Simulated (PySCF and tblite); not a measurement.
The numbers below are computed, except where a source is named.
C₉H₁₀, numbered as in [cH:1]1[cH:2][cH:3][c:4]([CH:5]2[CH2:6][CH2:7]2)[cH:8][cH:9]1.

Search: ETKDG and KDG, MMFF94s, GFN2-xTB, 90 starts; geometries at PBE0-D3(BJ)/def2-SVP. Energies: CAM-B3LYP-D3(BJ)/def2-SVPD (IEF-PCM, chloroform), with GFN2-xTB thermal terms (modes under about 100 cm⁻¹ blended into free rotors). Symmetry numbers and mirror images are counted. Conformers within 3 kcal/mol (GFN2-xTB free energy) were kept, 8 at most. Programs: PySCF with density fitting and tblite.

Torsions listed: C3–C4–C5–C6.

```json
{"conformer": "1", "shape": "-55°", "symmetry": "Cs", "dipole D": "0.38"}
{"conformer": "2", "shape": "-146°", "symmetry": "Cs", "dipole D": "0.70"}
```

Task: Which of these conformers is the most populated at 298.15 K, and with what share?

Result: Conformer 2, about 71 %.

Task: Give the DFT energies and free energies relative to the lowest, and all weights.

Result: 
```tsv
conformer	shape	E(DFT) kcal/mol	G(298.15 K) kcal/mol	weight %
1	-55°	1.09	0.54	28.6
2	-146°	0.00	0.00	71.4
```

Task: How does its share change from 150 K to 400 K?

Result: From 92 % to 63 %; the mixing entropy goes from 0.57 to 1.30 cal/(mol K).
